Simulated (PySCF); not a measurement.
A small calculation by hand: chemical shift, span and skew from a shielding tensor

HNSi, SMILES [SiH]#N. Atoms are numbered in the order given.

```xyz
3

H      0.0000     0.0000    -1.9120
Si     0.0000     0.0000    -0.4289
N      0.0000     0.0000     1.1310
```

Geometry: B3LYP-D3(BJ)/def2-TZVPD.

GIAO shieldings from PBE/pcSseg-2 (PySCF), non-relativistic, no solvent. The symmetric part of the tensor of Si2 has the principal values 59.3, 59.3, 880.1 ppm. The same nucleus in TMS has σ = 324.1 ppm at this level (PySCF, at its B3LYP-D3(BJ)/def2-TZVP geometry).

Question: Work out the isotropic shielding, the ²⁹Si shift against TMS, the span and the skew.

Answer: 
σ(iso) = (σ11 + σ22 + σ33)/3 = 332.9 ppm. δ = σ(ref) − σ(iso) = 324.1 − (332.9) = -8.8 ppm.
Span Ω = σ33 − σ11 = 820.8 ppm. Skew κ = 3(σ(iso) − σ22)/Ω = 1.00, an axial tensor. Tumbling in solution averages the tensor to δ; in a static solid the shielding alone would spread this spin-1/2 line over Ω.
